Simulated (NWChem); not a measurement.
System: arsine (AsH3); SMILES [AsH3]

```xyz
4

As     0.0058    -0.0041     0.0528
H     -1.2938     0.4134    -0.6263
H      0.8276     0.9380    -0.8199
H      0.2038    -1.1631    -0.9179
```
Atoms are numbered in this order, from 1.

Geometry: optimised at PBE0/def2-SVP.

### Question
List the 6 lowest vertical singlet excitations from BHandHLYP/aug-cc-pVDZ, full TDDFT (NWChem).

### Answer
```tsv
state	energy (eV)	oscillator strength	leading excitation (squared amplitude)
S1	6.61	0.150	HOMO → LUMO (0.95)
S2	7.13	0.090	HOMO → LUMO+1 (0.89)
S3	7.13	0.090	HOMO → LUMO+2 (0.89)
S4	8.14	0.010	HOMO → LUMO+4 (0.52)
S5	8.14	0.010	HOMO → LUMO+3 (0.52)
S6	8.52	0.008	HOMO → LUMO+5 (0.97)
```
